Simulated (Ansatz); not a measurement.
Basis-set extrapolation for C$_{2}$H$_{7}$NOSi (`C[Si@H]1O[C@@H]1N`) (PBE0-D4/def2-TZVP geometry, frozen core, Ansatz 0.2.0). Multiplicity 1, RHF reference.

```tsv
	def2-TZVPP	def2-QZVPP
HF	-498.143332	-498.162741
MP2 correlation	-0.913944	-0.979131
CCSD(T) correlation	-0.989238	not run
```

Energies in hartree. Use E(X) = E(∞) + A·exp(−7.88·√X) for Hartree–Fock and E(X) = E(∞) + B·X^(−2.97) for correlation, with X = 3 and 4, and add CCSD(T) minus MP2 of the smaller set to the MP2 limit.

Problem. What is the CCSD(T) energy at the basis-set limit?

Solution. HF limit: -498.162741 + (-0.019409) × 0.13774 = -498.16541. MP2 limit: -0.979131 + (-0.065187) × 0.74074 = -1.02742. Higher-order term: -0.989238 − (-0.913944) = -0.07529. Total: -499.26812 hartree, 355.9 kJ/mol below CCSD(T)/def2-TZVPP.
